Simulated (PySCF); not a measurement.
Compound: C₄H₃BF₂O.
SMILES with atom numbers: `[CH2:1]=[C:2]1[O:3][CH:4]=[C:5]1[B:6]([F:7])[F:8]` (hydrogens: H9, H10 on C1; H11 on C4)

Method used: PBE0-D3(BJ)/def2-SVP geometry optimisation, gas phase in PySCF.

(1) What internal coordinates does the optimisation give?

## Answers

(1) 
```
        bond  length (pm)   order
       C1=C2        132.4  double
       C2–O3        142.4  single
       O3–C4        136.1  single
       C4=C5        136.4  double
       C5–B6        152.1  single
B6–F7, B6–F8        132.4  single
       C2–C5        147.4  single
       C1–H9        109.0  single
      C1–H10        109.1  single
      C4–H11        109.1  single
```

Bonds in one row agree within 1 pm and their mean is given. Orders are formal, as drawn. A selection of angles:
```
   angle  degrees
C1–C2–O3    125.9
C1–C2–C5    143.0
O3–C2–C5     91.1
C2–O3–C4     86.1
O3–C4–C5     98.8
C4–C5–B6    137.2
C2–C5–C4     84.0
C2–C5–B6    138.8
C5–B6–F7    121.8
F7–B6–F8    117.2
```

Dihedral angles: C1–C2–O3–C4 180° (antiperiplanar); C2–O3–C4–C5 0° (synperiplanar); O3–C4–C5–B6 180° (antiperiplanar); C4–C5–B6–F7 -179° (antiperiplanar); C1–C2–C5–C4 -179° (antiperiplanar).

The C–O distances run from 1.361 Å (O3–C4, drawn single) to 1.424 Å (C2–O3, drawn single), a spread of 0.063 Å. B6 (three-coordinate boron) is planar (angles 121.8°, 121.1° and 117.2°, sum 360.0°, 0.00 Å off the plane of its three neighbours). The 3 C–C bonds span 1.324 Å (C1=C2, drawn double) to 1.474 Å (C2–C5, drawn single), a spread of 0.150 Å. The 4-membered ring C2–O3–C4–C5 has internal angles of 84.0° to 98.8° (sum 360°, against 360° for a flat polygon); it is planar, 0.00 Å rms from its mean plane, widest ring torsion 0°. The 8 heavy atoms lie in one plane (0.006 Å rms).

Point group: Cs (tolerance 0.08 Å). Not checked by PBE0-D3(BJ)/def2-SVP frequencies.
